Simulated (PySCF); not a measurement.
**Working out the excitation energy of Be**

Be [He] 2s2 (1S) → Be [He] 2p2 (3P). Calculation: PySCF 2.14, in x2c-QZVPPall; scalar relativity by spin-free X2C-1e. Frozen: nothing. Energies in hartree (1 hartree = 27.21139 eV):

```tsv
part	Be (lower)	Be (upper)
UHF	-14.575517	-14.338702
CCSD correlation	-0.068267	-0.033617
(T)	-0.000430	-0.000076
```

Problem. What does Hartree-Fock give?

Solution. (-14.338702) − (-14.575517) = 0.236815 hartree = 6.444 eV.

Problem. What do CCSD and CCSD(T) give?

Solution. The CCSD correlation energies differ by 0.034650 hartree = 0.943 eV and the triples by 0.000354 hartree = 0.010 eV, so CCSD gives 7.387 eV and CCSD(T) 7.397 eV.

Measured between the centres of the two terms (NIST): 7.401 eV, so CCSD(T) (valence and next inner shell) is off by -0.004 eV.

What remains against the reference includes basis incompleteness and higher excitations.
